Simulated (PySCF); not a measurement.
Sulfur: a sound run and one with changed settings

Sound run: S²⁺ [Ne] 3s2 3p2, S³⁺ [Ne] 3s2 3p1. Computed with PySCF 2.14 in pcseg-2, with no relativity, point nucleus. In the sound run the correlated levels freeze [Ne]. The sound run starts from symmetry-adapted Hartree-Fock orbitals and uses a fine grid where one is needed.

Changed run: basis STO-3G. This setting is unsound on purpose.

| species | method | sound run (hartree) | changed run (hartree) | converged |
| --- | --- | --- | --- | --- |
| S²⁺ | UHF | -396.32740 | -392.09347 | yes |
| S²⁺ | M06-2X | -396.86675 | -392.58060 | yes |
| S²⁺ | PBE | -396.70690 | -392.36418 | yes |
| S²⁺ | MP2 | -396.39205 | -392.10181 | yes |
| S²⁺ | CCSD(T) | -396.41584 | -392.10822 | yes |
| S³⁺ | UHF | -395.07300 | -390.80108 | yes |
| S³⁺ | M06-2X | -395.59291 | -391.26397 | yes |
| S³⁺ | PBE | -395.42702 | -391.04331 | yes |
| S³⁺ | MP2 | -395.12082 | -390.81823 | yes |
| S³⁺ | CCSD(T) | -395.14210 | -390.83050 | yes |

Ionisation energy of S²⁺:

```
 method  sound run (eV)  changed run (eV)
    UHF          34.134            35.168
 M06-2X          34.663            35.827
    PBE          34.827            35.943
    MP2          34.592            34.928
SCS-MP2          34.502            34.880
   CCSD          34.631            34.768
CCSD(T)          34.660            34.768
```

A minimal basis cannot let orbitals breathe on ionisation and holds almost no correlation.

For comparison, NIST gives 34.86 ± 0.04 eV between the lowest levels.
